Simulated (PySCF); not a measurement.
C6H8ClO2 (doublet state).
Structure used (GFN2-xTB), in Å, numbered top down from 1:
```xyz
17
C6H8ClO2 angstrom
C     -2.408    1.878    0.455
C     -1.858    0.808   -0.001
C     -1.624   -0.547   -0.186
Cl    -3.024   -1.575    0.758
C     -0.310   -1.062    0.379
C      0.849   -0.566   -0.466
O      0.832   -0.433   -1.659
O      1.913   -0.308    0.298
C      3.083    0.134   -0.381
H     -3.252    1.863    1.141
H     -2.070    2.866    0.178
H     -1.791   -0.882   -1.210
H     -0.305   -2.154    0.349
H     -0.171   -0.740    1.410
H      2.915    1.119   -0.820
H      3.344   -0.566   -1.177
H      3.870    0.178    0.367
```

The hyperfine couplings belong to this conformer and change with its torsions.

The species is `C(C(OC)=O)[C@H]([C]=C)Cl` [radical].

Theory: PySCF, UKS B3LYP, pcH-1 on C Cl H O, non-relativistic, mean-field spin-orbit, GIAO. The structure is a single GFN2-xTB conformer in the gas phase; no vibrational or solvent corrections. A GFN2-xTB geometry isn't a minimum of the functional, and hyperfine couplings can be far from their values at a DFT geometry. The SCF solution wasn't tested for stability.

Principal values of hyperfine tensors in MHz (contact, dipolar and spin–orbit terms together), for some of the nuclei:

```json
{"atom": "H10", "isotope": "1H", "A1": "159.40", "A2": "161.84", "A3": "169.86"}
{"atom": "H11", "isotope": "1H", "A1": "122.47", "A2": "123.84", "A3": "136.71"}
{"atom": "C2", "isotope": "13C", "A1": "48.64", "A2": "66.02", "A3": "252.71"}
{"atom": "C3", "isotope": "13C", "A1": "54.31", "A2": "62.65", "A3": "70.36"}
{"atom": "Cl4", "isotope": "35Cl", "A1": "-0.46", "A2": "0.59", "A3": "129.51"}
{"atom": "C1", "isotope": "13C", "A1": "-48.66", "A2": "-31.55", "A3": "-23.52"}
{"atom": "C5", "isotope": "13C", "A1": "6.38", "A2": "7.08", "A3": "10.01"}
{"atom": "H13", "isotope": "1H", "A1": "-0.41", "A2": "0.77", "A3": "4.64"}
```

**Question.** Split each tensor into its isotropic and traceless parts, and turn a_iso into mT with g = 2.0061.

**Answer.** a_iso is a third of the trace, T = A − a_iso, and a(mT) = a(MHz)/(g × 13.996). The tensors hold a spin–orbit part: the run splits a_iso into a_FC + a_SO, and T includes its anisotropic share.

```json
{"atom": "H10", "a_iso (MHz)": "163.70", "a_FC": "163.70", "a_SO": "0.00", "a_iso (mT)": "5.830", "T1": "-4.30", "T2": "-1.86", "T3": "6.16"}
{"atom": "H11", "a_iso (MHz)": "127.67", "a_FC": "127.68", "a_SO": "-0.01", "a_iso (mT)": "4.547", "T1": "-5.20", "T2": "-3.83", "T3": "9.04"}
{"atom": "C2", "a_iso (MHz)": "122.46", "a_FC": "122.55", "a_SO": "-0.09", "a_iso (mT)": "4.361", "T1": "-73.82", "T2": "-56.44", "T3": "130.26"}
{"atom": "C3", "a_iso (MHz)": "62.44", "a_FC": "62.53", "a_SO": "-0.09", "a_iso (mT)": "2.224", "T1": "-8.13", "T2": "0.21", "T3": "7.91"}
{"atom": "Cl4", "a_iso (MHz)": "43.21", "a_FC": "41.10", "a_SO": "2.12", "a_iso (mT)": "1.539", "T1": "-43.67", "T2": "-42.62", "T3": "86.30"}
{"atom": "C1", "a_iso (MHz)": "-34.58", "a_FC": "-34.58", "a_SO": "0.00", "a_iso (mT)": "-1.231", "T1": "-14.09", "T2": "3.03", "T3": "11.06"}
{"atom": "C5", "a_iso (MHz)": "7.83", "a_FC": "7.84", "a_SO": "-0.01", "a_iso (mT)": "0.279", "T1": "-1.44", "T2": "-0.74", "T3": "2.18"}
{"atom": "H13", "a_iso (MHz)": "1.67", "a_FC": "1.67", "a_SO": "0.00", "a_iso (mT)": "0.059", "T1": "-2.08", "T2": "-0.89", "T3": "2.97"}
```

**Question.** What spin density at the nucleus of Cl4 lies behind its contact coupling (g_N = 0.54792)?

**Answer.** a_FC = (2μ0/3) gₑ μB g_N μN ρ(0)/(2S·h) = 800.24 MHz × g_N × ρ(0)/(2S), with ρ in bohr⁻³. With a_FC = 41.10 MHz and 2S = 1, ρ(0) = 0.09373 bohr⁻³.

**Question.** H12 (1H, g_N = 5.58569) isn't in the table. Its spin density at the nucleus is 0.005171 bohr⁻³. What is its contact coupling?

**Answer.** By the same relation, a_FC = 23.1 MHz. Its full tensor has the principal values 15.59, 21.13, 32.53 MHz.

**Question.** Name the largest traceless tensor T of the table and describe it.

**Answer.** C2: -73.8, -56.4, 130.3 MHz (the dipolar term alone has -73.5, -56.6, 130.2), rhombic: the two smaller values differ by 13 % of the largest.

**Question.** In a single crystal, with the field along each principal axis of the tensor of H11 in turn, what first-order splitting does this nucleus give (isotropic g, quadrupole terms neglected)?

**Answer.** 2 lines (I = 1/2), spaced by |A_i|/(g × 13.996): 4.36, 4.41, 4.87 mT along the axes of A1, A2 and A3.
